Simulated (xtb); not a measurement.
Br₂Zn, triplet, at a GFN2-xTB geometry (such geometries of metal compounds can be far from the true shape) (a higher spin typed on purpose: for a closed-shell molecule this is an excited state); GFN2-xTB in xtb 6.7.1.

The xtb input:
```
$ xtb coord --gfn 2 --uhf 2 --json

# file coord
$coord
     -1.2302861245      -1.6543939761      -2.0844350385  zn
      0.2764632660       3.0583007481      -0.8232353567  br
      0.7780676898      -1.6402487713       2.6098939666  br
$end
```

The log (banner, timings and long lists left out):

```
   ID    Z sym.   atoms
    1   30 zn     1
    2   35 br     2, 3

           -------------------------------------------------
          |                Calculation Setup                |
           -------------------------------------------------

           -------------------------------------------------
          |                 G F N 2 - x T B                 |
           -------------------------------------------------

          ...................................................
          :                      SETUP                      :
          :.................................................:
          :  # basis functions                  24          :
          :  # atomic orbitals                  22          :
          :  # shells                            8          :
          :  # electrons                        16          :
          :  max. iterations                   250          :
          :  Hamiltonian                  GFN2-xTB          :
          :  restarted?                      false          :
          :  GBSA solvation                  false          :
          :  PC potential                    false          :
          :  electronic temp.          300.0000000     K    :
          :  accuracy                    1.0000000          :
          :  -> integral cutoff          0.2500000E+02      :
          :  -> integral neglect         0.1000000E-07      :
          :  -> SCF convergence          0.1000000E-05 Eh   :
          :  -> wf. convergence          0.1000000E-03 e    :
          :  Broyden damping             0.4000000          :
          :  net charge                          0          :
          :  unpaired electrons                  2          :
          ...................................................

 iter      E             dE          RMSdq      gap      omega  full diag
   1     -8.6203945 -0.862039E+01  0.131E+01    5.50       0.0  T
   2     -8.6437091 -0.233145E-01  0.591E+00    6.76       1.0  T
   3     -8.7004316 -0.567225E-01  0.513E+00    6.73       1.0  T
   4     -8.7241920 -0.237605E-01  0.102E+00    7.12       1.0  T
   5     -8.7241381  0.538974E-04  0.765E-01    7.13       1.0  T
   6     -8.7243098 -0.171629E-03  0.289E-01    7.14       1.0  T
   7     -8.7243424 -0.326847E-04  0.209E-01    7.13       1.0  T
   8     -8.7244260 -0.835073E-04  0.383E-02    7.13       1.5  T
   9     -8.7244244  0.154636E-05  0.340E-02    7.13       1.7  T
[...]
         :: total energy              -8.724222205112 Eh    ::
[...]
        17                          0.0207322               0.5642
        18                          0.0244022               0.6640
        19                          0.0329668               0.8971
        20                          0.0425678               1.1583
       ...                                ...                  ...
        22                          0.5154431              14.0259
      -------------------------------------------------------------
                  HL-Gap            0.2621826 Eh            7.1344 eV
             Fermi-level           -0.3433034 Eh           -9.3418 eV

     #   Z          covCN         q      C6AA      α(0)
     1  30 zn       1.334     0.254   122.190    21.594
     2  35 br       1.089    -0.127   188.536    22.139
     3  35 br       1.089    -0.127   188.536    22.139

 Mol. C6AA /au·bohr⁶  :       1474.037526
 Mol. C8AA /au·bohr⁸  :      99179.490558
 Mol. α(0) /au        :         65.871953

Wiberg/Mayer (AO) data.
largest (>0.10) Wiberg bond orders for each atom

 ---------------------------------------------------------------------------
     #   Z sym  total        # sym  WBO       # sym  WBO       # sym  WBO
 ---------------------------------------------------------------------------
     1  30 zn   1.080 --     3 br   0.540     2 br   0.540
     2  35 br   1.118 --     3 br   0.578     1 zn   0.540
     3  35 br   1.118 --     2 br   0.578     1 zn   0.540
 ---------------------------------------------------------------------------

Topologies differ in total number of bonds
Writing topology from bond orders to xtbtopo.mol

molecular dipole:
                 x           y           z       tot (Debye)
 q only:       -0.446      -0.599      -0.755
   full:       -0.641      -0.862      -1.086       3.882
molecular quadrupole (traceless):
                xx          xy          yy          xz          yz          zz
 q only:        0.638       0.856      -1.057       0.632       2.604       0.420
  q+dip:        2.901       0.313      -2.607      -0.756       3.505      -0.294
   full:        2.765       0.059      -2.337      -0.963       2.783      -0.428

           -------------------------------------------------
          | TOTAL ENERGY               -8.724222205112 Eh   |
          | GRADIENT NORM               0.000074838815 Eh/α |
          | HOMO-LUMO GAP               7.134352199235 eV   |
           -------------------------------------------------

normal termination of xtb
```
